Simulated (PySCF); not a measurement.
PySCF 2.14 output of an unrestricted M06-2X calculation on a single atom or ion in dyall-acv3z, with the spin-free X2C one-electron Hamiltonian (Gaussian nucleus):

```
SCF conv_tol = 1e-09
number electrons alpha = 2  beta = 1
    Y. Zhao and D. G. Truhlar.,  Theor. Chem. Acc. 120, 215 (2008)
    Y. Zhao and D. G. Truhlar.,  Theor. Chem. Acc. 120, 215 (2008)
cycle= 1 E= -22.565451841804  delta_E= -0.00181  |g|= 0.0534  |ddm|= 0.0499
cycle= 2 E= -22.5654860268355  delta_E= -3.42e-05  |g|= 0.00401  |ddm|= 0.0129
cycle= 3 E= -22.5654885236988  delta_E= -2.5e-06  |g|= 0.000344  |ddm|= 0.00362
cycle= 4 E= -22.5654886676008  delta_E= -1.44e-07  |g|= 7.99e-05  |ddm|= 0.000785
cycle= 5 E= -22.5654886793316  delta_E= -1.17e-08  |g|= 1.29e-05  |ddm|= 0.000243
cycle= 6 E= -22.5654886794874  delta_E= -1.56e-10  |g|= 8.28e-07  |ddm|= 1.97e-05
converged SCF energy = -22.5654886794874  <S^2> = 0.75000073  2S+1 = 2.0000007
```

The run itself started from symmetry-adapted Hartree-Fock orbitals and held the occupation by maximum overlap, on a logarithmic radial grid, so the iterations belong to that start.

Which element, charge and spin multiplicity is this?

B²⁺ (boron, charge +2), multiplicity 2; the state was [He] 3d1, 2D determinant (an excited configuration).

The outer electron is Rydberg-like, and this basis confines it to a smaller radius and binds it less than a complete one would.
